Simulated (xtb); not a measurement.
Mg(Br)(SMe) (CH3BrMgS), SMILES C[S][Mg][Br]. All values are semi-empirical tight-binding results from xtb (GFN2-xTB unless named), good for trends rather than for accurate numbers. Coordinates come from a GFN2-xTB optimisation. The structure was generated by enumeration; whether it is a known compound was not checked. The values are those of a single conformer.

Optimised geometry:

Bonds (Å): Mg1–Br2 2.371, Mg1–S3 2.328, S3–C4 1.823, C4–H5 1.091, C4–H6 1.087, C4–H7 1.092. Angles (°): Br2–Mg1–S3 124.6, Mg1–S3–C4 94.3, S3–C4–H5 110.4, S3–C4–H6 106.1, S3–C4–H7 110.5, H5–C4–H6 109.4, H5–C4–H7 110.8, H6–C4–H7 109.4.
Charge 0, spin multiplicity 1.

For metal compounds this method's bond lengths and energies can be far off.

Computed properties:
orbital gap: 1.83 eV
zero-point energy: 24.0 kcal/mol
G − E(el) at 298.15 K (modified RRHO): 3.2 kcal/mol

Computed atomic charges and the Wiberg bond orders between heavy atoms:
charges (e) Mg1 0.48, Br2 -0.28, S3 -0.34, C4 -0.04, H5 0.06, H6 0.06, H7 0.06. Bond orders Mg1–Br2 1.01, Mg1–S3 0.87, S3–C4 1.01.
